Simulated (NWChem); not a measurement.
# NH₃TeS; SMILES N[Te]S

```xyz
6

Te     0.2750    -0.3947    -0.0152
N     -1.6269    -1.0773    -0.0401
H     -1.8988    -1.5973     0.7885
H     -1.8894    -1.5603    -0.8939
S     -0.1267     1.9878    -0.0397
H     -0.2399     2.1566     1.2975
```
Atoms are numbered in this order, from 1.

All runs: NWChem. Coordinates come from a PBE0/def2-SVP optimisation. def2 effective core potentials on Te; no spin-orbit coupling. Level: PBE0/def2-SVPD; the question gives the wavelength of the field.

### Question
Predict the results for field 1065 nm. Quantities: isotropic polarisability (bohr³); anisotropy (bohr³).

### Answer
| Item | Value |
|---|---|
| isotropic polarisability (bohr³) | 75.6 |
| anisotropy (bohr³) | 32.0 |
